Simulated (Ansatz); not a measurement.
`C[SiH](S)Br` and `C[SiH](S)CO` differ in one atom or group.

Ansatz, PBE0-D4/def2-TZVP geometries, multiplicity 1. Each molecule was computed in one conformer, which needn't be the lowest.

Scalar relativity is left out up to krypton. Spin–orbit coupling is left out; it splits and shifts lone-pair levels of the heavy atoms by tenths of an eV.

```
                               property  `C[SiH](S)Br`
      HOMO energy (PBE/def2-TZVPP) / eV          -6.43
    LUMO energy (B3LYP/def2-TZVPP) / eV          -0.28
     LUMO energy (PBE0/def2-TZVPP) / eV          -0.04
HOMO–LUMO gap (ωB97M-V/def2-TZVPP) / eV          11.73
      LUMO energy (PBE/def2-TZVPP) / eV          -0.97
    HOMO energy (B3LYP/def2-TZVPP) / eV          -7.40
```

(1) Give the same properties after the change, and the shifts. (Estimate.)

Answers

(1) Computed: 
```json
{"property": "HOMO energy (PBE/def2-TZVPP) / eV", "`C[SiH](S)CO`": "-5.92", "shift": "0.51"}
{"property": "LUMO energy (B3LYP/def2-TZVPP) / eV", "`C[SiH](S)CO`": "0.07", "shift": "0.35"}
{"property": "LUMO energy (PBE0/def2-TZVPP) / eV", "`C[SiH](S)CO`": "0.37", "shift": "0.41"}
{"property": "HOMO–LUMO gap (ωB97M-V/def2-TZVPP) / eV", "`C[SiH](S)CO`": "11.67", "shift": "-0.06"}
{"property": "LUMO energy (PBE/def2-TZVPP) / eV", "`C[SiH](S)CO`": "-0.54", "shift": "0.43"}
{"property": "HOMO energy (B3LYP/def2-TZVPP) / eV", "`C[SiH](S)CO`": "-7.15", "shift": "0.25"}
```

With PBE0 the HOMO rises by 0.29 eV and the LUMO rises by 0.41 eV, so the gap widens by about 0.12 eV. PBE moves the HOMO by 0.51 eV and ωB97M-V by 0.20 eV.

Positive LUMOs are unbound, so they and the gaps depend on the basis.

B3LYP here is the variant with VWN-RPA as its local correlation; programs differ in this.
